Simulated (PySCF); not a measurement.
Homolysis of single bonds, series Ga SiH3-H. Isolated molecules, 0 K electronic values unless said otherwise. Strings in code marks are SMILES.

Computed with PBE-D3(BJ)/def2-TZVP // r2SCAN-D4/def2-TZVP (PySCF 2.14.0). All candidates: neutral, multiplicity 1. 

| Quantity | Value |
|---|---|
| dipole moment | 0.00 D |
| HOMO–LUMO gap | 4.71 eV |
| HOMO | -7.35 eV |

Task: Which member has these values?
(A) `[GaH3]`
(B) `[SiH3][Ga]([SiH3])[SiH3]`
(C) `[SiH3][GaH][SiH3]`
(D) `[SiH3][GaH2]`

Result: A, `[GaH3]`. The others give `[SiH3][Ga]([SiH3])[SiH3]`: 0.03 D, 2.93 eV, -6.30 eV; `[SiH3][GaH2]`: 0.12 D, 3.65 eV, -6.59 eV; `[SiH3][GaH][SiH3]`: 0.18 D, 3.11 eV, -6.30 eV
